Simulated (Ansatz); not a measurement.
A search over several starts for the lowest SCF solution of VF₃ at the given spin, in a small basis.

```yaml
crystal:
  periodic: [false, false, false]
  atoms:
    - {symbol: V, position_ang: [-0.034865, -0.058041, 0.000359]}
    - {symbol: F, position_ang: [1.709624, 0.068476, 0.014098]}
    - {symbol: F, position_ang: [-0.749432, 1.538305, -0.024112]}
    - {symbol: F, position_ang: [-0.925327, -1.548741, 0.009665]}
basis:
  gaussian: {orbitals: def2-SVP, initial_orbitals: start.molden}
magnetization: {spin_polarized: true, initial_magnetization: 2}
hamiltonian: {xc: pbe0, dispersion: d4}
output: {orbitals: {seedname: orbitals}}
```

The file start.molden holds the orbitals of an earlier run on this structure, at another level or in another basis.

```sh
$ ansatz run in.yaml --threads 4 --pin off --events-out ev --progress --plain --max-ram 3916MiB
```

Output, abridged:

```
Functional definition: PBE0
728 factors; integrals over basis functions are off by at most 1.1e-3 eV
mean field evaluation 1: about -33818.6690 eV, gradient 9.0e0 eV
mean field evaluation 2: about -33818.9556 eV, gradient 2.5e-1 eV
mean field evaluation 4: about -33819.0409 eV, gradient 3.5e-3 eV
mean field evaluation 8: about -33819.0409 eV, gradient 2.5e-5 eV
mean field evaluation 16: about -33818.7932 eV, gradient 5.9e0 eV
mean field evaluation 32: about -33819.0409 eV, gradient 4.3e-3 eV
mean field evaluation 64: about -33819.0140 eV, gradient 1.8e0 eV
mean field -33819.04088528 eV, -1242.8268291649 hartree, gradient 4.4e-6 eV, S^2 2.009766; 7 other end points of the search recorded, 0 dependent functions left out
reference -33819.04095646 eV, -1242.8268317808 hartree; 26, 24 occupied and 47, 49 virtual orbitals, 728 factors
Total energy: -33819.08673700 eV, -1242.8285141843 hartree
```

It took 2.1 s on 4 threads of Intel Xeon Platinum 8488C on a shared host.
